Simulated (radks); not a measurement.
Values are calculated unless marked as measured or tabulated.
Numerical settings for neutral lanthanum, [Xe] 5d1 6s2. Level of theory: Dirac Kohn-Sham, PBE, spin-unpolarised, spherical densities, point nucleus; open shells fill j = l - 1/2 first (a radial shooting solver on a logarithmic mesh with Libxc functionals). The defaults (mesh step 0.008 in ln r, mesh end at 40 bohr or more with all orbitals vanishing there, Anderson mixing 0.5 over 9 steps, residual threshold near 1e-9 with the energy settled to 1e-9 hartree or 1e-11 of itself, here a cap of 100 iterations) give E = -8497.5113 hartree and 5d3/2 at -3.172 eV in 13 iterations. Run on one thread of a shared host, so times are rough (Intel(R) Xeon(R) Platinum 8488C): 0.28 s of CPU time, 0.28 s wall, 13 iterations on 2728 mesh points. Changes against that run (0 stands for a change within the tolerance of the run):

setting                     iterations         converged  E (mhartree)  e(5d3/2) (meV)  CPU (s)
mesh step in ln r 0.012             13               yes             0               0     0.21
mesh step in ln r 0.2                2                no      diverged               -     0.05
mesh step in ln r 0.03              13               yes      +0.00889               0     0.11
mesh end (bohr) 8                   14               yes         +26.1            +745     0.29
mesh end (bohr) 3                   13  level above zero     +5.31e+03       +2.99e+04     0.23
residual threshold 1e-05             9               yes             0         -0.0624     0.25
residual threshold 0.01              8               yes             0           +1.72     0.22
mixing 0.2                          17               yes             0               0     0.35
linear mixing, mixing 1            100                no       +0.0672           -58.2      2.3
linear mixing, mixing 0.05         100                no      +0.00195             -11      1.7
mixing history 2                    18               yes             0               0     0.33
iteration cap 8                      8                no             0         -0.0624     0.18

Settled on a wrong energy, with an occupied level pushed above zero by the early mesh end: mesh end (bohr) 3 (+5.31 hartree). Apart from these: settings that end as converged yet miss the energy by more than 1 mhartree: mesh end (bohr) 8 (+0.0261 hartree). A mesh that ends early acts as a hard wall.
